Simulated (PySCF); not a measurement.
# Computed vibrations of [La(H2O)2]3+

[La(H2O)2]3+ (singlet). PySCF 2.14.0, RKS B3LYP, La def2-SVP with ECP46, O def2-SVP, H def2-SVP; non-relativistic Hamiltonian with scalar-relativistic core potentials where named; density fitting; no spin-orbit coupling. Central differences of gradients.

```xyz
7

La    0.0000    0.0000    0.0000
O     0.0000    0.0000    2.4247
H     0.5455    0.5455    3.0487
H    -0.5455   -0.5455    3.0487
O     0.0000    0.0000   -2.4247
H     0.5455   -0.5455   -3.0487
H    -0.5455    0.5455   -3.0487
```

Run from Python with OMP_NUM_THREADS=2. Where DIIS fails, smearing, a level shift and second-order steps follow.
It took 22 s on 2 threads of Arm Neoverse V1, on a shared host.

**Question.** What are the harmonic wavenumbers and infrared intensities?

**Answer.** Modes are labelled in D2d; negative numbers are unstable modes, those under 60 cm⁻¹ near the noise; a finer grid moves soft modes by up to 10 cm⁻¹.
```csv
cm⁻¹,km/mol,symmetry
-64,–,e
-64,–,e
149,0.0,b1
386,0.0,a1
391,72.0,b2
607,63.7,e
607,63.7,e
706,408.4,e
706,408.4,e
1663,282.4,b2
1665,0.0,a1
3505,1269.8,b2
3519,0.0,a1
3534,411.0,e
3534,411.0,e
```

**Question.** Is this a minimum?

**Answer.** No: 2 unstable; the lowest moves the atoms so:
```
La  -0.06 -0.06  0.00
O    0.23  0.23  0.00
H    0.29  0.30 -0.11
H    0.29  0.30  0.11
O    0.23  0.23  0.00
H    0.32  0.32  0.00
H    0.32  0.32  0.00
```
